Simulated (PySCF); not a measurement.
# C6H11B: full NMR table

- Formula: C6H11B
- SMILES: C=CBC1CCC1
- InChI: InChI=1S/C6H11B/c1-2-7-6-4-3-5-6/h2,6-7H,1,3-5H2
- Point group of the computed structure: C1
- Carbon signals: 5
- Proton signals: 9

Atoms are numbered as in `[CH2:1]=[CH:2][BH:3][CH:4]1[CH2:5][CH2:6][CH2:7]1`. Hydrogens are named by the atom that carries them. Ha(C1) is cis to B3; Ha(C5), Ha(C6), Ha(C7) are cis to B3 on the ring; Hb(C1) is trans to B3; Hb(C5), Hb(C6), Hb(C7) are trans to B3 on the ring.

PySCF 2.14 calculation with NMR shieldings at PBE0/pcSseg-1/GIAO, J: B3LYP/pcJ-1 (spin–dipole term only in couplings to heteroatoms) and structure optimised with PBE0-D3(BJ)/def2-SVP; no solvent, one computed conformer, one averaged value for each set of equivalent atoms, no relativistic terms.

Referencing at the same level of theory: ¹H and ¹³C vs TMS; BF3·OEt2 for ¹¹B.

```tsv
carbon	δC, type	δH (multiplicity, J in Hz)	HMBC from (abs. J ≥ 3 Hz)	span of the C tensor (ppm)
C1	162.7, CH2	Hb(C1) 7.01 (m); Ha(C1) 6.75 (m)	H(B3)	253
C2	149.9, CH	7.06 (m)	H(B3)	272
C4	38.3, CH	2.27 (m)	H(B3), Ha(C6)	27
C5/C7	27.3, CH2	Hb(C5) 2.05 (m); Ha(C5) 2.04 (m)	H(B3), H(C4), Hb(C6), Hb(C5)/Hb(C7)	39
C6	23.0, CH2	Hb(C6) 2.10 (m); Ha(C6) 1.69 (m)	Hb(C5)/Hb(C7), Ha(C5)/Ha(C7)	25
```

Other nuclei:
| atoms | nucleus | environment | δ (ppm) | σ (ppm) |
| --- | --- | --- | --- | --- |
| H(B3) | ¹H | hydrogen on a boron bonded to 2 C | 6.54 | 24.73 |
| B3 | ¹¹B | boron bonded to 2 C, H | 75.0 | 25.7 |

Selected couplings (Hz, signed; the shortest-range and largest first, 30 at most; isotopes ¹³C, ¹H, ¹¹B): ¹J(C1,Ha(C1)) 168.6, ¹J(C1,Hb(C1)) 162.2, ¹J(C2,H(C2)) 147.9, ¹J(C5,Hb(C5)) 143.8, ¹J(C6,Ha(C6)) 142.6, ¹J(C5,Ha(C5)) 136.9, ¹J(C6,Hb(C6)) 136.8, ¹J(B3,H(B3)) 129.2, ¹J(C4,H(C4)) 119.9, ¹J(C2,B3) 64.4, ¹J(C1,C2) 62.1, ¹J(B3,C4) 55.6, ¹J(C5,C6) 30.0, ¹J(C4,C5) 26.9, ²J(Hb(C5),Ha(C5)) -12.1, ²J(Hb(C6),Ha(C6)) -11.8, ²J(C4,C6) -7.4, ²J(Hb(C1),Ha(C1)) 5.3, ²J(B3,H(C2)) 4.3, ²J(B3,H(C4)) -4.0, ²J(C2,C4) 3.6, ²J(C1,B3) 3.4, ²J(B3,C5) -1.5, ³J(Ha(C1),H(C2)) 20.1, ³J(H(C4),Ha(C5)) 13.3, ³J(Hb(C1),H(C2)) 12.9, ³J(Ha(C5),Hb(C6)) 11.8, ³J(B3,Hb(C1)) 10.5, ³J(H(C4),Hb(C5)) 10.4, ³J(Hb(C5),Hb(C6)) 9.8.

δC 162.7: terminal =CH2 carbon; an sp2 carbon of a C=C bond. δC 149.9: alkene CH; as expected for a trigonal carbon in a double bond. δC 27.3, 23.0: sp3 CH2 in a ring; aliphatic region, no heteroatom directly attached. δH 7.06: hydrogen on an alkene CH; attached to an sp2 carbon and in the plane of the double bond. δH 7.01, 6.75: hydrogen on a terminal =CH2 carbon; olefinic region.

Hydrogens on boron are broadened and split by ¹¹B (spin 3/2, 80 %) and 10B (spin 3). A carbon bonded to boron is broadened by the quadrupolar boron nucleus and is often missing from a measured spectrum. Splittings below 1 Hz are ignored in the labels, and close J values are merged. Couplings among chemically equivalent protons are left out too, so labels in AA′BB′ or AA′XX′ sets are apparent multiplicities. Unscaled 3J(H,H) at this level run about 10 % above measured values. Shifts are as computed. Against solution values, carbons near 30 ppm lie about +2 ppm off and those near 130 ppm about +5 ppm. Of 1309 compounds with measured shifts, 239 miss one by over three times the rms of a fit or turn the order of signals round; such compounds aren't used in these exercises. Vicinal couplings across rotatable single bonds and in flexible rings belong to the one computed conformer; a conformer average would change them.
